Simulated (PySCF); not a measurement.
Zn(Br)(SeH) (BrHSeZn), SMILES [SeH][Zn][Br]. Atoms are numbered in the order given.

```xyz
4

Zn    -0.0081     0.0153     0.0000
Br     0.0038     2.2702     0.0000
Se    -0.0390    -2.2825     0.0000
H      1.4392    -2.3116     0.0000
```

Coordinates come from a B3LYP-D3(BJ)/def2-SVP optimisation. The structure was generated by enumeration; whether it is a known compound was not checked. The values are those of a single conformer.

Method: PySCF with B3LYP-D3(BJ)/def2-SVP.

Frequencies are harmonic and unscaled.

```csv
mode,ν (cm⁻¹),IR (km/mol),moving atoms (share of kinetic energy)
1,71,6.5,"Zn 70 %, Br 15 %, Se 14 %"
2,75,5.8,"Zn 71 %, Br 15 %, Se 14 %"
3,201,0.5,"Se 52 %, Br 47 %"
4,373,47.7,"Zn 71 %, Br 17 %, Se 12 %"
5,582,0.7,H 97 %
6,2395,13.3,H 99 %
```
